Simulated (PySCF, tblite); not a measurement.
Isomers of C2H11NOSi2. All values are computed: GFN2-xTB (tblite) harmonic vibrations without scaling, gas phase. The method is semi-empirical: single wavenumbers can be off by several per cent or more. Modes of hydrogen on silicon can be 10 to 20 % off. One conformer each.

Electronic energies: PBE0-D3(BJ)/def2-SVP at its own geometries (PySCF, gas phase).

```csv
SMILES,"electronic energy, lowest = 0 (kcal/mol)"
N[SiH2]CC[SiH2]O,0.0
CCO[SiH2]N[SiH3],6.7
CCO[Si@@H](N)[SiH3],15.4
CO[C@H]([SiH3])[SiH2]N,55.8
CCO[SiH2][SiH2]N,23.3
COC[SiH2][SiH2]N,53.3
```

Problem. How do GFN2-xTB zero-point energies change the relative energies?

Solution. 
```tsv
SMILES	ZPE (kcal/mol)	of it from modes above 1550 cm⁻¹	electronic (kcal/mol)	with ZPE, lowest = 0 (kcal/mol)	lowest mode (cm⁻¹)	rings
N[SiH2]CC[SiH2]O	80.1	44.2	0.0	0.0	67	0
CCO[SiH2]N[SiH3]	78.4	42.2	6.7	5.0	25	0
CCO[Si@@H](N)[SiH3]	79.7	43.9	15.4	15.1	10i	0
CCO[SiH2][SiH2]N	80.0	43.5	23.3	23.3	29	0
COC[SiH2][SiH2]N	78.9	43.2	53.3	52.2	16	0
CO[C@H]([SiH3])[SiH2]N	77.3	42.7	55.8	53.1	40	0
```

The zero-point energies span 2.8 kcal/mol, from `CO[C@H]([SiH3])[SiH2]N` to `N[SiH2]CC[SiH2]O`. Slightly imaginary modes are left out of the zero-point energy: `CCO[Si@@H](N)[SiH3]` 10.3i cm⁻¹. The order is unchanged.

Problem. And how do the electronic energies of GFN2-xTB itself compare?

Solution. `N[SiH2]CC[SiH2]O` 25.3; `CCO[SiH2]N[SiH3]` 0.0; `CCO[Si@@H](N)[SiH3]` 29.8; `CCO[SiH2][SiH2]N` 26.2; `COC[SiH2][SiH2]N` 71.9; `CO[C@H]([SiH3])[SiH2]N` 67.6 kcal/mol, lowest = 0. Against the energies above, taken from the same isomer `N[SiH2]CC[SiH2]O`, the largest difference is 32.0 kcal/mol. The two levels were optimised apart and needn't hold the same conformer.

Problem. What do entropy and thermal enthalpy add at 298.15 K and 1 bar (rigid rotor, harmonic oscillator, one conformer each)?

Solution. 
```
                SMILES  point group  symmetry number  S (cal/(mol K))  H − H(0) (kcal/mol)  ZPE + H − H(0) − TS (kcal/mol)
      N[SiH2]CC[SiH2]O           C1                1             94.1                 6.62                            58.6
      CCO[SiH2][SiH2]N           C1                1            102.2                 7.24                            56.8
CO[C@H]([SiH3])[SiH2]N           C1                1            101.7                 7.40                            54.4
```

Not tabulated: `CCO[SiH2]N[SiH3]` (lowest mode only 25 cm⁻¹); `CCO[Si@@H](N)[SiH3]` (lowest mode only 10i cm⁻¹); `COC[SiH2][SiH2]N` (lowest mode only 16 cm⁻¹).
